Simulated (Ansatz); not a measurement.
Frontier orbitals of `C[Se][Al]([Se]C)[Se]C`.

```csv
atom,x (Å),y (Å),z (Å)
C1,0.6223,1.2249,2.9180
Se2,-0.5077,1.7628,1.4017
Al3,0.0024,0.0014,-0.0009
Se4,1.4783,-1.6344,0.6894
C5,1.4196,-2.7404,-0.9349
Se6,-0.9640,-0.1248,-2.0939
C7,-2.0429,1.5149,-1.9826
H8,0.3114,0.2539,3.2958
H9,1.6680,1.2021,2.6207
H10,0.4762,1.9811,3.6868
H11,0.4096,-3.1035,-1.1091
H12,2.0849,-3.5818,-0.7517
H13,1.7744,-2.1728,-1.7918
H14,-1.3998,2.3829,-1.8589
H15,-2.5797,1.5880,-2.9264
H16,-2.7530,1.4457,-1.1621
```

Charge 0, multiplicity 1. Correlated methods include outer-core shells of Se, which these sets cover unevenly. Scalar relativity is left out up to krypton. The structure was optimised at the PBE0-D4/def2-TZVP level. It is one conformer, not always the lowest. Basis def2-TZVPP, Ansatz 0.2.0.

Orbital energies of one run (eV). Highest occupied ones, from the top: -6.22, -6.22, -6.85, -7.34, -7.34, -8.73, -9.52, -9.52, -10.00, -11.47, -11.47, -11.52, -11.60, -11.60. Empty: -0.88, -0.68, -0.67, -0.67, 0.43, 1.85.

Q: Which functional gave them?
A. BLYP
B. r2SCANh
C. B97M-V
D. CAM-B3LYP

A: B. HOMO energies: r2SCANh -6.22, BLYP -5.37, B97M-V -5.86, CAM-B3LYP -7.90 eV.
